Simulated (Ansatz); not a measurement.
GeH3O can be A, `[OH][GeH2]`•, or B, `[O][GeH3]`•.

Calculated with Ansatz (gas phase, PBE0-D4/def2-TZVP geometries, no zero-point term in ΔE). CBS: MP2 limit from def2 TZ/QZ plus the TZ coupled-cluster correction, frozen cores. DFT in def2-TZVPP. B3LYP here is the variant with VWN-RPA as its local correlation; programs differ in this. No spin–orbit coupling; open shells (•) take unrestricted orbitals. For Ge outer-core shells are correlated without core-valence functions, which leaves a few kJ/mol of doubt a bond. Scalar relativity is left out up to krypton.

(1) Which isomer does CCSD(T)/CBS put lower? Give the gap. (Best estimate.)

(2) Give E(B) − E(A) in kcal/mol with r2SCAN-D4, BLYP-D4, CCSD/def2-TZVPP, CCSD(T)/def2-SVP, B3LYP, B2PLYP, B3LYP-D4. (An estimate is asked.)

(3) Does the order hold for the free energy at 298.15 K (harmonic terms from PBE0-D4)? (Estimate.)

Largest T1 diagnostic: 0.015.

Answers

(1) The calculation gave: A, by 34.1 kcal/mol.

(2) Computed: r2SCAN-D4 32.8, BLYP-D4 33.5, CCSD/def2-TZVPP 31.2, CCSD(T)/def2-SVP 29.9, B3LYP 32.4, B2PLYP 34.0, B3LYP-D4 32.5. None reverses the order clearly.

(3) The calculation gave: Yes: G(B) − G(A) = +32.2 kcal/mol.

At CCSD(T), def2-SVP lies −4.2 kcal/mol from the extrapolated value and def2-TZVPP −1.5 kcal/mol. Leaving LDA and LC-ωPBE aside and taking each functional with its dispersion term where it has one, the values, not all of them listed here, spread over 7.5 kcal/mol, from BHLYP-D4 to PBE-D4. LDA lies +6.3 kcal/mol from PBE without D4.
